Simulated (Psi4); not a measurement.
F3Si, doublet, geometry from GFN2-xTB; HF/def2-SVP in Psi4 1.11.

Input for Psi4:
```
memory 2 GB

molecule {
0 2
  Si    0.25525364    0.24331611    0.24315598
  F    -0.69074141   -0.73372896    1.06805322
  F    -0.73927609    1.06837931   -0.68429241
  F     1.03295628   -0.71314208   -0.76200346
}

set basis def2-svp
set reference uhf
set damping_percentage 20

energy('scf')
print_variables()
```

Q: Write the output that Psi4 gives for this input, abridged.

A: 
```
   => Loading Basis Set <=

    Name: DEF2-SVP
    Role: ORBITAL
    Keyword: BASIS

         ---------------------------------------------------------
                                   SCF
               by Justin Turney, Rob Parrish, Andy Simmonett
                          and Daniel G. A. Smith
                              UHF Reference
         ---------------------------------------------------------

  ==> Geometry <==

    Molecular point group: cs
    Full point group: C1h

    Geometry (in Angstrom), charge = 0, multiplicity = 2:

       Center              X                  Y                   Z               Mass
    ------------   -----------------  -----------------  -----------------  -----------------
         SI           0.359066006731     0.247837681670     0.000000000000    27.976926534650
         F            0.236015096721    -0.718946361773     1.257046637774    18.998403162730
         F           -1.000788489882     1.072928544546     0.000000000000    18.998403162730
         F            0.236015096721    -0.718946361773    -1.257046637774    18.998403162730

  Running in cs symmetry.

  Rotational constants: A =      0.24798  B =      0.24798  C =      0.14038 [cm^-1]
  Rotational constants: A =   7434.14192  B =   7434.14186  C =   4208.59684 [MHz]
  Nuclear repulsion =  176.905352873396424

  Charge       = 0
  Multiplicity = 2
  Electrons    = 41
  Nalpha       = 21
  Nbeta        = 20

  ==> Algorithm <==

  SCF Algorithm Type is DF.
  DIIS enabled.
  MOM disabled.
  Fractional occupation disabled.
  Guess Type is SAD.
  Energy threshold   = 1.00e-06
  Density threshold  = 1.00e-06
  Integral threshold = 1.00e-12

  ==> Primary Basis <==

  Basis Set: DEF2-SVP
    Blend: DEF2-SVP
    Number of shells: 26
    Number of basis functions: 60
    Number of Cartesian functions: 64
    Spherical Harmonics?: true
    Max angular momentum: 2

   => Loading Basis Set <=

    Name: (DEF2-SVP AUX)
    Role: JKFIT
    Keyword: DF_BASIS_SCF

  ==> Integral Setup <==

  SCF_SUBTYPE=INCORE selected. In-core MEM_DF algorithm will be used.
  Using in-core AOs.

  ==> MemDFJK: Density-Fitted J/K Matrices <==

    J tasked:                   Yes
    K tasked:                   Yes
    wK tasked:                   No
    Algorithm:                 Core
    Schwarz Cutoff:           1E-12
    Mask sparsity (%):       0.7778
    Fitting Condition:        1E-10

   => Auxiliary Basis Set <=

  Basis Set: (DEF2-SVP AUX)
    Blend: DEF2-UNIVERSAL-JKFIT
    Number of shells: 113
    Number of basis functions: 359
    Number of Cartesian functions: 434
    Spherical Harmonics?: true
    Max angular momentum: 4

  Minimum eigenvalue in the overlap matrix is 4.1558162703E-02.
  Reciprocal condition number of the overlap matrix is 1.2771820556E-02.
    Using symmetric orthogonalization.

  ==> Pre-Iterations <==

  SCF Guess: Superposition of Atomic Densities via on-the-fly atomic UHF (no occupation information).

   -------------------------
    Irrep   Nso     Nmo
   -------------------------
     A'        37      37
     A"        23      23
   -------------------------
    Total      60      60
   -------------------------

  ==> Iterations <==

                           Total Energy        Delta E     RMS |[F,P]|

   @DF-UHF iter SAD:  -586.06848148763652   -5.86068e+02   0.00000e+00
   @DF-UHF iter   1:  -586.95688912813716   -8.88408e-01   1.09440e-02 DIIS/ADIIS
   @DF-UHF iter   2:  -587.01961203124768   -6.27229e-02   6.76057e-03 DIIS/ADIIS/DAMP=20%
   @DF-UHF iter   3:  -586.86905633349488    1.50556e-01   7.95812e-04 DIIS/ADIIS/DAMP=20%
   @DF-UHF iter   4:  -587.03737198345277   -1.68316e-01   7.75755e-04 DIIS/ADIIS/DAMP=20%
   @DF-UHF iter   5:  -587.02460399294694    1.27680e-02   1.02450e-04 DIIS/ADIIS/DAMP=20%
   @DF-UHF iter   6:  -587.04447204339021   -1.98681e-02   6.39706e-05 DIIS/DAMP=20%
   @DF-UHF iter   7:  -587.04585420408966   -1.38216e-03   2.21243e-05 DIIS/DAMP=20%
   @DF-UHF iter   8:  -587.04666056944563   -8.06365e-04   2.36132e-06 DIIS/DAMP=20%
   @DF-UHF iter   9:  -587.04721212261006   -5.51553e-04   1.97445e-06 DIIS/DAMP=20%
   @DF-UHF iter  10:  -587.04720245035173    9.67226e-06   7.44122e-07 DIIS/DAMP=20%
   @DF-UHF iter  11:  -587.04730049523300   -9.80449e-05   2.62667e-07 DIIS/DAMP=20%
   @DF-UHF iter  12:  -587.04728990453896    1.05907e-05   3.62768e-07 DIIS/DAMP=20%
   @DF-UHF iter  13:  -587.04728117118077    8.73336e-06   1.75927e-07 DIIS/DAMP=20%
   @DF-UHF iter  14:  -587.04728143821740   -2.67037e-07   4.61789e-08 DIIS/DAMP=20%
  Energy and wave function converged.

  ==> Post-Iterations <==

   @Spin Contamination Metric:   1.957282991E-03
   @S^2 Expected:                7.500000000E-01
   @S^2 Observed:                7.519572830E-01
   @S   Expected:                5.000000000E-01
   @S   Observed:                5.000000000E-01

    Orbital Energies [Eh]
    ---------------------

    Alpha Occupied:

[...]
    Alpha Virtual:

[...]
    Beta Occupied:

[...]
    Beta Virtual:

[...]
      23App    4.003096

    Final Occupation by Irrep:
             Ap   App
    DOCC [    13,    7 ]
    SOCC [     1,    0 ]
    NA   [    14,    7 ]
    NB   [    13,    7 ]

  @DF-UHF Final Energy:  -587.04728143821740

   => Energetics <=

    Nuclear Repulsion Energy =            176.9053528733964242
    One-Electron Energy =               -1170.6519952981225288
    Two-Electron Energy =                 406.6993609865087365
    Total Energy =                       -587.0472814382173965

  UHF NO Occupations:
  HONO-2 :   12 Ap 1.9998516
  HONO-1 :   13 Ap 1.9994036
  HONO-0 :   14 Ap 1.0000000
  LUNO+0 :   15 Ap 0.0005964
  LUNO+1 :   16 Ap 0.0001484
  LUNO+2 :    8App 0.0001484
  LUNO+3 :    9App 0.0000323

Computation Completed

Properties will be evaluated at   0.000000,   0.000000,   0.000000 [a0]

Properties computed using the SCF density matrix

 Multipole Moments:

 ------------------------------------------------------------------------------------
     Multipole            Electronic (a.u.)      Nuclear  (a.u.)        Total (a.u.)
 ------------------------------------------------------------------------------------

 L = 1.  Multiply by 2.5417464519 to convert [e a0] to [Debye]
 Dipole X            :          0.3046279            0.5066345            0.8112624
 Dipole Y            :          0.2102629            0.3496937            0.5599566
 Dipole Z            :          0.0000000            0.0000000            0.0000000
 Magnitude           :                                                    0.9857475

 ------------------------------------------------------------------------------------

  Variable Map:
  ----------------------------------------------------------------------------
[...]
  Array Variable Map:
  ----------------------------------------------------------------------------
[...]
[...]
```
